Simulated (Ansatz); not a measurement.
A structure relaxed at PBE0-D4/def2-TZVP, charge 0, multiplicity 2:

Cartesian coordinates in Å:
```
C 0.773 -0.247 0.081
Zn -1.059 0.339 -0.108
S -3.124 0.998 -0.323
H 1.454 0.607 0.054
H 1.041 -0.925 -0.732
H 0.914 -0.773 1.027
```

Task: Give its formula and SMILES.

Result: CH3SZn, `[CH3][Zn][S]`.

Task: Point group (tolerance 0.08 Å, 0.16 Å for H)?

Result: C3v.

Task: Summarise the bond lengths by kind.

Result: 1 × C–Zn 1.933 Å; 3 × C–H 1.092 Å; 1 × S–Zn 2.178 Å.

Computed with Ansatz.
